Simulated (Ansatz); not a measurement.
The lowest singlet and triplet of CH4Si (SMILES C[SiH]); geometries from B3LYP-D3(BJ)/def2-TZVP, each state relaxed from the structure named, with no frequency check.
Singlet (charge 0, multiplicity 1):
```tsv
atom	x (Å)	y (Å)	z (Å)
C	-1.0683	-0.4143	0.0279
Si	0.6602	0.3758	-0.0297
H	-1.1650	-1.1552	-0.7750
H	-1.8806	0.3073	-0.0585
H	-1.1895	-0.9746	0.9630
H	1.4013	-0.9525	0.1188
```
Triplet (charge 0, multiplicity 3):
```xyz
6

C     -1.11567    -0.34404     0.02056
Si     0.66692     0.29665    -0.02181
H     -1.29149    -1.03717    -0.80454
H     -1.81460     0.48721    -0.07606
H     -1.31598    -0.85196     0.96609
H      1.77925    -0.68688     0.09645
```

A positive gap puts the triplet lower; no zero-point energy. R- takes a restricted singlet. U- takes an unrestricted singlet (broken symmetry where lower, unprojected). The triplet is unrestricted in single-reference levels. Active spaces average the two states.

Frozen-core correlation.

Codes used: Ansatz (Gaussian basis) for Hartree–Fock, density functionals and correlated methods. Each number belongs to the level named beside it.

```csv
level,"gap E(singlet) − E(triplet), adiabatic (kcal/mol)"
R-HF/cc-pV(T+d)Z,-6.48
U-SVWN5/def2-TZVPP,-22.53
R-MP2/cc-pV(Q+d)Z,-20.29
R-CCSDT/cc-pV(D+d)Z,-21.61
"SA-CASSCF(2,2)/cc-pV(D+d)Z",[?]
"SC-NEVPT2 on SA-CASSCF(2,2)/cc-pV(D+d)Z",-21.79
"SC-NEVPT2 on SA-CASSCF(2,2)/cc-pV(Q+d)Z",[?]
"FIC-MRCISD+Q on SA-CASSCF(2,2)/cc-pV(D+d)Z",-21.21
"FIC-MRCISD+Q on SA-CASSCF(2,2)/cc-pV(T+d)Z",-22.73
```

Question: Some entries are withheld; supply them.

Answer: 
- SA-CASSCF(2,2)/cc-pV(D+d)Z, gap E(singlet) − E(triplet), adiabatic (kcal/mol): -17.49
- SC-NEVPT2 on SA-CASSCF(2,2)/cc-pV(Q+d)Z, gap E(singlet) − E(triplet), adiabatic (kcal/mol): -24.55

Doubts at one or more of the structures used: a restricted determinant that unrestricted orbitals would lower (R-HF/cc-pV(T+d)Z, R-MP2/cc-pV(Q+d)Z, R-CCSDT/cc-pV(D+d)Z).

Ansatz is a program for electronic structure.
